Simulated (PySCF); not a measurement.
Dissociation curve of Na₂ (cation, charge +1), doublet.

Computed with: ROKS-BHandHLYP = restricted open-shell BHandHLYP/cc-pVTZ run with PySCF 2.14.0; UKS-BHandHLYP = unrestricted BHandHLYP/cc-pVTZ in PySCF; UMP2 = PySCF with MP2 on UHF/cc-pVTZ, 2 core orbitals frozen.

Energies are in kcal/mol, each relative to the lowest point of its own curve near equilibrium.

```csv
R / Å,ROKS-BHandHLYP,UKS-BHandHLYP,UMP2
2.72,8.0,8.0,9.6
2.95,3.8,3.8,4.3
3.13,1.7,1.7,2.0
3.29,0.6,0.6,0.7
3.43,0.1,0.1,0.2
3.52,0.0,0.0,0.0
3.65,0.0,0.0,0.0
3.79,0.2,0.2,0.2
3.88,0.4,0.4,0.4
4.00,0.8,0.8,0.9
4.22,1.7,1.7,1.9
4.49,3.1,3.1,3.4
4.88,5.1,5.1,5.9
5.44,7.8,7.8,9.5
6.07,10.2,10.2,13.2
6.51,11.4,11.4,15.4
7.24,12.6,12.6,18.2
8.05,13.2,13.2,20.3
8.96,13.3,13.3,21.6
9.88,13.2,13.2,22.3
11.08,12.9,12.9,22.7
```

At the longest distance ROKS-BHandHLYP, UKS-BHandHLYP leaves fractional charges on the fragments, a sign of delocalisation error or of the restricted form.
